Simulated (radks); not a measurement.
Results of a calculation; reference values are marked as such.
All-electron atom: Ni XVIII in [Ne] 3s1. Level of theory: scalar-relativistic Kohn-Sham, LDA (Slater exchange, Perdew-Wang correlation), spin-polarised, spherical densities, point nucleus; open shells are filled with parallel spins first (a radial shooting solver on a logarithmic mesh with Libxc functionals).

Normalised radial functions P(r) = r R(r), r in bohr:

r,1s up,2p down
0.003883,1.0657,0.0107
0.005434,1.4180,0.0199
0.007604,1.8544,0.0371
0.01056,2.3544,0.0676
0.01477,2.9087,0.1232
0.02067,3.4302,0.2200
0.02869,3.7856,0.3768
0.04015,3.8328,0.6273
0.05618,3.4273,0.9862
0.07799,2.6035,1.4219
0.1091,1.5539,1.8618
0.1527,0.6683,2.1118
0.212,0.1896,1.9836
0.2967,0.0282,1.4402
0.4151,0.0018,0.7339
0.5763,0.0000,0.2372
0.8064,0.0000,0.0382
1.128,0.0000,0.0024
1.567,0.0000,0.0000

1s up: eigenvalue -8822.2 eV, 0 radial nodes, <r> = 0.0541 bohr, 90 % of the charge inside 0.0967 bohr. 2p down: eigenvalue -1442.9 eV, 0 radial nodes, <r> = 0.211 bohr, 90 % of the charge inside 0.344 bohr.
